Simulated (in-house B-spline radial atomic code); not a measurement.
Spin-orbit splittings of orbital energies (j = l + 1/2 less j = l - 1/2) and ratios of mean radii (lower j over upper j) along the 5-electron series, configuration [He] 2s2 2p1. Computed with a B-spline radial code for spherical atoms: Dirac-Hartree-Fock, average of the configuration, finite nuclei.

```tsv
ion	Z	splitting of 2p (eV)	radius ratio of 2p
Nd55+	60	582.31	0.93359
Pm56+	61	?	?
Sm57+	62	672.91	0.92867
Eu58+	63	722.26	0.92612
Gd59+	64	?	?
Tb60+	65	829.72	0.92088
Dy61+	66	888.08	0.91817
Ho62+	67	949.73	0.9154
Er63+	68	?	?
Tm64+	69	1083.49	0.9097
Yb65+	70	1155.92	0.90676
Lu66+	71	1232.27	0.90376
Hf67+	72	1312.72	0.90069
Ta68+	73	1397.46	0.89757
```

(1) Fill in the row of Pm56+.

(2) Fill in the row of Gd59+.

(3) Fill in the row of Er63+.

(4) With what power of Z does the column «splitting of 2p (eV)» change over this range?

## Answers

(1) splitting of 2p (eV): 626.3; radius ratio of 2p: 0.93115.

(2) splitting of 2p (eV): 774.49; radius ratio of 2p: 0.92353.

(3) splitting of 2p (eV): 1014.82; radius ratio of 2p: 0.91258.

(4) A fit of the logarithm of its size against log Z from Z = 60 to 73 has slope 4.46. An unscreened hydrogenic electron would give 4 at low Z; screening makes the apparent power larger near the neutral end, and relativity raises it again at high Z.
